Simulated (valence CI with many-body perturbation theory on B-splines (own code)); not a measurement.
## Sc⁶⁺: electric-dipole lines

Computed by configuration interaction combined with many-body perturbation theory (CI+MBPT): five valence electrons over a frozen Dirac-Fock core [Ne], radial functions for each j: 9 s, 9 p, 8 d, 6 f, 3 g, 1 h, with the one-electron correlation potential Σ1, the two-electron term Σ2, the three-electron term Σ3, Breit, model QED; selected CI, second order for the rest, scaled by the run's own slope (own B-spline code, finite nucleus).

No measured levels were compared; by estimate levels hold to about 100 cm⁻¹ or 0.05 % of their energy and the worst to 300 or 400 cm⁻¹, as in measured light ions of charge 2 to 7. Among the levels kept, up to 850 cm⁻¹ of a level comes from second order outside the variational space, and about a tenth of that is noise between levels of different J, which matters for small intervals.

Lines 101 to 150 of 173 in falling wavelength, among levels below 412350 cm⁻¹, chosen from the strongest by gf and those to the six lowest levels. Wavelengths and rates use the calculated energies, so an error of 100 cm⁻¹ moves a line at 29.64 nm by 0.03 % and its rate by three times that or more. Electric multipoles are in the length gauge, E1 and E2 with the static RPA response of the core. Weak lines are less certain than strong ones. Lines between different terms over intervals too small for the method are left out, as are lines whose strength nearly cancels.

Names give the largest LS component (configuration and term), which can be under half, so a name can repeat, a term be missing and a line seem to break the LS rules; names also repeat where a configuration has a term twice. Letters in brackets count levels of one name in rising energy.

| λ vac (nm) | Upper | Lower | A (s⁻¹) | S (a.u.) |
| --- | --- | --- | --- | --- |
| 36.01 | 3s²3p²3d ⁴F_5/2 | 3s²3p³ ⁴S°_3/2 | 9.05e+05 | 1.25e-04 |
| 35.79 | 3s²3p²3d ²P_3/2 [b] | 3s²3p³ ²P°_3/2 | 2.57e+09 | 2.33e-01 |
| 35.68 | 3s²3p²3d ²P_3/2 [b] | 3s²3p³ ²P°_1/2 | 6.31e+08 | 5.66e-02 |
| 35.36 | 3s²3p²3d ²P_1/2 [b] | 3s²3p³ ²P°_3/2 | 4.14e+09 | 1.81e-01 |
| 35.25 | 3s²3p²3d ²P_1/2 [b] | 3s²3p³ ²P°_1/2 | 2.97e+09 | 1.28e-01 |
| 35.15 | 3s²3p²3d ⁴P_5/2 | 3s²3p³ ²P°_3/2 | 3.90e+06 | 5.01e-04 |
| 34.97 | 3s²3p²3d ⁴P_3/2 | 3s²3p³ ²P°_3/2 | 1.15e+06 | 9.72e-05 |
| 34.95 | 3s²3p²3d ²F_5/2 [a] | 3s²3p³ ⁴S°_3/2 | 9.48e+06 | 1.20e-03 |
| 34.87 | 3s²3p²3d ⁴P_1/2 | 3s²3p³ ²P°_3/2 | 1.66e+07 | 6.93e-04 |
| 34.86 | 3s²3p²3d ⁴P_3/2 | 3s²3p³ ²P°_1/2 | 2.11e+06 | 1.77e-04 |
| 34.80 | 3s²3p²3d ⁴D_1/2 | 3s²3p³ ⁴S°_3/2 | 9.46e+06 | 3.94e-04 |
| 34.78 | 3s²3p²3d ²G_7/2 | 3s²3p³ ²D°_5/2 | 2.90e+07 | 4.82e-03 |
| 34.76 | 3s²3p²3d ⁴D_3/2 | 3s²3p³ ⁴S°_3/2 | 3.27e+07 | 2.71e-03 |
| 34.76 | 3s²3p²3d ⁴P_1/2 | 3s²3p³ ²P°_1/2 | 2.65e+07 | 1.10e-03 |
| 34.63 | 3s²3p²3d ⁴D_5/2 | 3s²3p³ ⁴S°_3/2 | 3.71e+07 | 4.56e-03 |
| 34.30 | 3s²3p²3d ²D_3/2 [a] | 3s²3p³ ²P°_3/2 | 5.68e+07 | 4.53e-03 |
| 34.20 | 3s²3p²3d ²D_3/2 [a] | 3s²3p³ ²P°_1/2 | 1.25e+05 | 9.84e-06 |
| 33.89 | 3s²3p²3d ²D_5/2 [a] | 3s²3p³ ²P°_3/2 | 2.02e+08 | 2.33e-02 |
| 33.39 | 3s²3p²3d ²P_3/2 [b] | 3s²3p³ ²D°_5/2 | 2.88e+10 | 2.12e+00 |
| 33.31 | 3s²3p²3d ²P_3/2 [b] | 3s²3p³ ²D°_3/2 | 6.49e+09 | 4.74e-01 |
| 32.94 | 3s²3p²3d ²P_1/2 [b] | 3s²3p³ ²D°_3/2 | 3.10e+10 | 1.09e+00 |
| 32.82 | 3s²3p²3d ⁴P_5/2 | 3s²3p³ ²D°_5/2 | 2.16e+08 | 2.26e-02 |
| 32.75 | 3s²3p²3d ⁴P_5/2 | 3s²3p³ ²D°_3/2 | 3.12e+07 | 3.25e-03 |
| 32.67 | 3s²3p²3d ⁴P_3/2 | 3s²3p³ ²D°_5/2 | 1.56e+07 | 1.07e-03 |
| 32.59 | 3s²3p²3d ⁴P_3/2 | 3s²3p³ ²D°_3/2 | 1.45e+08 | 9.89e-03 |
| 32.51 | 3s²3p²3d ⁴P_1/2 | 3s²3p³ ²D°_3/2 | 3.71e+08 | 1.26e-02 |
| 32.23 | 3s²3p²3d ²D_5/2 [b] | 3s²3p³ ²P°_3/2 | 2.45e+09 | 2.43e-01 |
| 32.18 | 3s²3p²3d ²D_3/2 [b] | 3s²3p³ ²P°_3/2 | 2.96e+05 | 1.95e-05 |
| 32.09 | 3s²3p²3d ²D_3/2 [a] | 3s²3p³ ²D°_5/2 | 1.87e+09 | 1.22e-01 |
| 32.09 | 3s²3p²3d ²D_3/2 [b] | 3s²3p³ ²P°_1/2 | 2.15e+09 | 1.40e-01 |
| 32.02 | 3s²3p²3d ²D_3/2 [a] | 3s²3p³ ²D°_3/2 | 5.21e+09 | 3.38e-01 |
| 31.72 | 3s²3p²3d ²D_5/2 [a] | 3s²3p³ ²D°_5/2 | 9.02e+09 | 8.53e-01 |
| 31.65 | 3s²3p²3d ²D_5/2 [a] | 3s²3p³ ²D°_3/2 | 5.17e+08 | 4.86e-02 |
| 30.98 | 3s²3p²3d ²P_1/2 [c] | 3s²3p³ ²P°_3/2 | 4.64e+09 | 1.36e-01 |
| 30.90 | 3s²3p²3d ²P_1/2 [c] | 3s²3p³ ²P°_1/2 | 3.89e+10 | 1.13e+00 |
| 30.80 | 3s²3p²3d ²P_3/2 [c] | 3s²3p³ ²P°_3/2 | 3.57e+10 | 2.06e+00 |
| 30.71 | 3s²3p²3d ²P_3/2 [c] | 3s²3p³ ²P°_1/2 | 8.74e+09 | 5.00e-01 |
| 30.63 | 3s²3p²3d ²S_1/2 | 3s²3p³ ²P°_3/2 | 3.64e+10 | 1.03e+00 |
| 30.55 | 3s²3p²3d ²S_1/2 | 3s²3p³ ²P°_1/2 | 3.57e+09 | 1.01e-01 |
| 30.48 | 3s²3p²3d ²F_5/2 [b] | 3s²3p³ ²P°_3/2 | 2.48e+07 | 2.08e-03 |
| 30.30 | 3s²3p²3d ²P_3/2 [b] | 3s²3p³ ⁴S°_3/2 | 5.69e+07 | 3.13e-03 |
| 30.27 | 3s²3p²3d ²D_5/2 [b] | 3s²3p³ ²D°_5/2 | 3.50e+10 | 2.87e+00 |
| 30.22 | 3s²3p²3d ²D_3/2 [b] | 3s²3p³ ²D°_5/2 | 4.96e+09 | 2.70e-01 |
| 30.21 | 3s²3p²3d ²D_5/2 [b] | 3s²3p³ ²D°_3/2 | 2.25e+09 | 1.84e-01 |
| 30.16 | 3s²3p²3d ²D_3/2 [b] | 3s²3p³ ²D°_3/2 | 3.70e+10 | 2.00e+00 |
| 29.99 | 3s²3p²3d ²P_1/2 [b] | 3s²3p³ ⁴S°_3/2 | 4.52e+08 | 1.20e-02 |
| 29.84 | 3s²3p²3d ⁴P_5/2 | 3s²3p³ ⁴S°_3/2 | 5.38e+10 | 4.23e+00 |
| 29.71 | 3s²3p²3d ⁴P_3/2 | 3s²3p³ ⁴S°_3/2 | 5.46e+10 | 2.83e+00 |
| 29.64 | 3s²3p²3d ⁴P_1/2 | 3s²3p³ ⁴S°_3/2 | 5.51e+10 | 1.42e+00 |
| 29.23 | 3s²3p²3d ²D_3/2 [a] | 3s²3p³ ⁴S°_3/2 | 5.18e+08 | 2.56e-02 |
